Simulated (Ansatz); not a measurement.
# Ligand exchange: SiH2(NH2)(SiH3) + InH(NH2)2 → Si2N2H8 + InH2(NH2)

Species: SiH2(NH2)(SiH3), singlet; InH(NH2)2, singlet; Si2N2H8 `N[SiH2][SiH2]N`, singlet; InH2(NH2), singlet. The partners trade H for NH2: Si–H and In–NH2 bonds give way to Si–NH2 and In–H.

Shapes, held fixed at every level: PBE0-D4/def2-TZVP. Flexible molecules stand in one conformer, not always the lowest. Programs: Ansatz 0.2.0. Electronic energies: no zero-point or thermal term.

(1) Estimate ΔE of this reaction.

Answers

(1) The highest level, CCSD(T)/def2-TZVPP, gives ΔE = -28.1 kJ/mol; the levels span -36.0 to -28.1. The column of differences is taken from that level and isn't an error. No measured value is set beside it here. For atoms past krypton def2 sets carry core potentials with scalar relativity. Outer-core shells of In are correlated, in sets that cover them unevenly. Times are processor times on shared x86 and Arm servers, and rough.

| level | kind | ΔE (kJ/mol) | less CCSD(T)/def2-TZVPP | CPU time (sum over the molecules) |
| --- | --- | --- | --- | --- |
| r2SCAN-D4/def2-TZVPP | meta-GGA | -33.1 | -5.0 | 51 s |
| B3LYP-D4/def2-TZVPP | global hybrid | -34.4 | -6.3 | 49 s |
| wB97M-V/def2-TZVPP | range-separated hybrid | -36.0 | -7.9 | 1.7 min |
| wB97X-V/def2-TZVPP | range-separated hybrid | -32.8 | -4.7 | 76 s |
| B2PLYP/def2-TZVPP | double hybrid | -29.0 | -0.9 | 55 s |
| CCSD/def2-SVP | coupled cluster or CI | -30.3 | -2.2 | – |
| CCSD(T)/def2-TZVPP | coupled cluster or CI | -28.1 | 0.0 | 9.9 min |
